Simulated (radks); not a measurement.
Xe3+, 51 electrons, occupied as [Kr] 4d9.75 5s2 5p3 6s0.25 (fractional occupations, a model configuration).

Calculated with a radial shooting solver on a logarithmic mesh with Libxc functionals: Dirac Kohn-Sham, LDA (Slater exchange, Perdew-Wang correlation), spin-unpolarised, spherical densities, finite nucleus; open shells are shared between the two j in proportion to 2j + 1; Fermi nuclear charge, rms radius 4.7859 fm.

Energy parts (eV):
total: -202477.603
kinetic: 215048.899
electron-nucleus: -490621.554
Hartree: 77990.158
exchange-correlation: -4895.106

Orbitals (lengths in bohr, moments of r in powers of bohr):
| orbital | occ. | eigenvalue (eV) | <r> |
|---|---|---|---|
| 1s1/2 | 2 | -34345.16 | 0.02668 |
| 2s1/2 | 2 | -5376.779 | 0.1143 |
| 2p1/2 | 2 | -5056.631 | 0.09624 |
| 2p3/2 | 4 | -4732.430 | 0.1020 |
| 3s1/2 | 2 | -1129.498 | 0.3065 |
| 3p1/2 | 2 | -996.1241 | 0.2965 |
| 3p3/2 | 4 | -934.5579 | 0.3082 |
| 3d3/2 | 4 | -698.8833 | 0.2788 |
| 3d5/2 | 6 | -685.8543 | 0.2825 |
| 4s1/2 | 2 | -233.9391 | 0.7156 |
| 4p1/2 | 2 | -186.5928 | 0.7438 |
| 4p3/2 | 4 | -174.1236 | 0.7717 |
| 4d3/2 | 3.9 | -97.2452 | 0.8628 |
| 4d5/2 | 5.85 | -95.2121 | 0.8733 |
| 5s1/2 | 2 | -52.1947 | 1.726 |
| 5p1/2 | 1 | -39.8422 | 1.933 |
| 5p3/2 | 2 | -38.0286 | 2.002 |
| 6s1/2 | 0.25 | -19.1274 | 3.722 |

The highest occupied level is 6s1/2 at -19.127 eV. The electron density at the nucleus is 2.705e+05 e/bohr^3. Summed over all electrons, <r^2> = 39.35 bohr^2, which gives a Langevin (diamagnetic) susceptibility term of -31.2 x 10^-6 cm^3/mol.
